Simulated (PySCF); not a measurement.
Al(GeH3)2(H) (AlGe2H7), SMILES [GeH3][AlH][GeH3].

Geometry: r2SCAN-D4/def2-SVP. The structure was generated by enumeration; whether it is a known compound was not checked.

Calculation: PBE/def2-TZVP run with PySCF.

Isolated molecule, no solvent.

Computed frontier levels, gap, dipole moment and polarisability:
```yaml
highest_occupied_level: -6.33 eV
lowest_empty_level: -3.09 eV
orbital_gap: 3.24 eV
dipole_moment: 0.36 D
quadrupole, principal values (traceless, Buckingham form, about the centre of nuclear charge): -5.39, -1.73, 7.13 D·Å
mean_static_polarisability: 105.7 bohr³ (15.66 Å³)
polarisability_principal_values: 81.9, 97.4, 137.8 bohr³
```
